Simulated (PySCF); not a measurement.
A structure optimised at PBE0-D3(BJ)/def2-SVP, used in a PySCF frequency run:

```
C
C 1 1.5034
H 2 1.0939 1 118.13
H 2 1.0939 3 114.04 1 145.49
C 2 1.5034 3 118.12 4 145.43
H 5 1.0939 2 118.12 3 0.00
H 5 1.0939 6 114.04 2 145.43
C 1 1.5101 2 117.96 3 144.19
H 8 1.1005 1 111.48 2 34.48
H 8 1.1025 9 107.73 1 122.04
H 8 1.1025 9 107.73 10 115.93
C 1 1.5101 2 117.96 3 -0.11
H 12 1.1005 1 111.48 2 -34.48
H 12 1.1025 13 107.73 1 -122.04
H 12 1.1025 13 107.73 14 -115.93
```
Charge 0, spin multiplicity 1.

**Question.** Write its SMILES, formula and point group.

**Answer.** CC1(C)CC1, C5H10, C2v

**Question.** What are its rotational constants (standard atomic weights)?

**Answer.** 6.1749, 5.2061, 3.8162 GHz
